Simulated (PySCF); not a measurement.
**Electronic structure of Pd⁺ (palladium, charge +1) at the UHF level**

Configuration: [Kr] 4d8 5p1, one real determinant (an excited configuration). Calculation: PySCF 2.14, in def2-TZVPPD with the def2 core potential (28 electrons) (6s4p3d2f1g, 56 functions); scalar relativity through the core potential.

```json
{"Total energy": "-126.532866 hartree", "One-electron energy": "-217.1539 hartree", "Hartree (Coulomb) energy": "102.2602 hartree", "Exchange energy": "-11.6392 hartree", "⟨S²⟩": "3.7536", "⟨L²⟩": "14.055", "Sum of ⟨r⟩": "23.06 bohr", "Sum of ⟨r²⟩": "43.49 bohr²", "Traceless quadrupole moment −½Σ⟨3z² − r²⟩ along its main axis": "-6.45 e·bohr²"}
```

```csv
shell,electrons,mean orbital energy (hartree),spread (hartree),"rms radius, mean of both spins (bohr)"
4s α,1,-4.63860,0,1.01
4s β,1,-4.48669,0,1.01
4p α,3,-3.18457,0.00288,1.11
4p β,3,-2.99775,0.01015,1.11
4d α,5,-1.00934,0.05349,1.50
4d β,3,-0.93958,0.01028,1.50
5p α,1,-0.37412,0,4.00
```

⟨L²⟩ = 14.05 against 20 for a pure G term, so this real determinant mixes terms. Energies and moments cover only the electrons outside the core potential.
